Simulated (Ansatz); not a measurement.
Start from `BO[SiH2]F` and change one atom or group to get `BO[SiH2]Br`.

Ansatz, PBE0-D4/def2-TZVP geometries, multiplicity 1. Each molecule was computed in one conformer, which needn't be the lowest.

Scalar relativity is left out up to krypton.

```csv
property,`BO[SiH2]F`
LUMO energy (PBE0/def2-TZVPP) / eV,-0.90
LUMO energy (B3LYP/def2-TZVPP) / eV,-1.15
HOMO energy (PBE/def2-TZVPP) / eV,-7.27
HOMO–LUMO gap (ωB97M-V/def2-TZVPP) / eV,12.13
LUMO energy (PBE/def2-TZVPP) / eV,-1.94
size of the dipole moment (B3LYP/def2-TZVPP) / D,1.29
```

Give the same properties after the change, and the shifts. (An estimate is asked.)

Computed: 
| property | `BO[SiH2]Br` | shift |
| --- | --- | --- |
| LUMO energy (PBE0/def2-TZVPP) / eV | -0.96 | -0.06 |
| LUMO energy (B3LYP/def2-TZVPP) / eV | -1.21 | -0.06 |
| HOMO energy (PBE/def2-TZVPP) / eV | -7.26 | 0.01 |
| HOMO–LUMO gap (ωB97M-V/def2-TZVPP) / eV | 11.78 | -0.35 |
| LUMO energy (PBE/def2-TZVPP) / eV | -1.99 | -0.05 |
| size of the dipole moment (B3LYP/def2-TZVPP) / D | 1.15 | -0.14 |

With PBE0 the HOMO rises by 0.14 eV and the LUMO falls by 0.06 eV, so the gap narrows by about 0.20 eV. PBE moves the HOMO by 0.01 eV and ωB97M-V by 0.27 eV. Dipoles are sizes alone; their direction can turn.

B3LYP here is the variant with VWN-RPA as its local correlation; programs differ in this.

Spin–orbit coupling is left out; it splits and shifts lone-pair levels of the heavy atoms by tenths of an eV.
